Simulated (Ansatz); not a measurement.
Method: frozen-core CCSD(T)/def2-TZVPP // PBE-D3(BJ)/def2-SVP (Ansatz, a program for electronic structure).

Ansatz 0.2 input:
```yaml
crystal:
  periodic: [false, false, false]
  atoms:
    - { symbol: Ti, position_ang: [-0.000729, 0.000169, -0.001831] }
    - { symbol: C, position_ang: [1.023245, 0.459737, 1.737212] }
    - { symbol: H, position_ang: [2.03816, 0.84088, 1.489791] }
    - { symbol: H, position_ang: [1.121715, -0.449469, 2.369833] }
    - { symbol: H, position_ang: [0.471919, 1.239668, 2.306666] }
    - { symbol: C, position_ang: [-0.98412, 1.686874, -0.688053] }
    - { symbol: H, position_ang: [-0.420883, 2.599179, -0.392963] }
    - { symbol: H, position_ang: [-2.00539, 1.734118, -0.250626] }
    - { symbol: H, position_ang: [-1.065663, 1.654002, -1.79657] }
    - { symbol: C, position_ang: [1.339512, -0.652607, -1.437342] }
    - { symbol: H, position_ang: [0.841456, -1.375034, -2.120424] }
    - { symbol: H, position_ang: [2.203452, -1.153223, -0.947846] }
    - { symbol: H, position_ang: [1.710068, 0.211459, -2.031156] }
    - { symbol: C, position_ang: [-1.379053, -1.493909, 0.387142] }
    - { symbol: H, position_ang: [-1.736869, -1.413872, 1.436989] }
    - { symbol: H, position_ang: [-0.909033, -2.490803, 0.239398] }
    - { symbol: H, position_ang: [-2.247791, -1.397172, -0.300221] }
basis:
  gaussian: { orbitals: def2-TZVPP }
correlation:
  method: ccsd_t
```

Output:

```
Functional definition: HF
2106 factors; integrals over basis functions are off by at most 1.2e-3 eV
mean field evaluation 1: about -27388.9024 eV, gradient 6.1e1 eV
mean field evaluation 2: about -27389.0375 eV, gradient 6.1e1 eV
mean field evaluation 4: about -27397.8535 eV, gradient 9.7e0 eV
mean field evaluation 8: about -27398.1752 eV, gradient 6.1e-1 eV
mean field evaluation 16: about -27388.9034 eV, gradient 6.1e1 eV
mean field -27398.17687149 eV, -1006.8644288760 hartree, gradient 1.4e-6 eV, S^2 0.000000; 0 other end points of the search recorded, 0 dependent functions left out
9 core orbitals not correlated
reference -27398.17687149 eV, -1006.8644288760 hartree; 20, 20 occupied and 327, 327 virtual orbitals, 2106 factors
second order -31.77451794 eV of doubles, -0.00000000 eV of singles
cycle   1  -32.11775460 eV  change   -3.4e-1 eV  update   2.0e-1
cycle   2  -33.01446962 eV  change   -9.0e-1 eV  update   1.0e-1
cycle   3  -33.35495051 eV  change   -3.4e-1 eV  update   4.3e-2
cycle   4  -33.35782221 eV  change   -2.9e-3 eV  update   1.5e-2
cycle   5  -33.34450258 eV  change    1.3e-2 eV  update   5.9e-3
cycle   6  -33.34245496 eV  change    2.0e-3 eV  update   2.5e-3
cycle   7  -33.34236382 eV  change    9.1e-5 eV  update   7.5e-4
cycle   8  -33.34247853 eV  change   -1.1e-4 eV  update   3.3e-4
cycle   9  -33.34268553 eV  change   -2.1e-4 eV  update   1.3e-4
cycle  10  -33.34269032 eV  change   -4.8e-6 eV  update   4.0e-5
perturbative correction -1.62313179 eV, -0.0596489931 hartree
Total energy: -27433.14269361 eV, -1008.1493991381 hartree
```

Cost: about 2.0 core-hours (a rough figure).
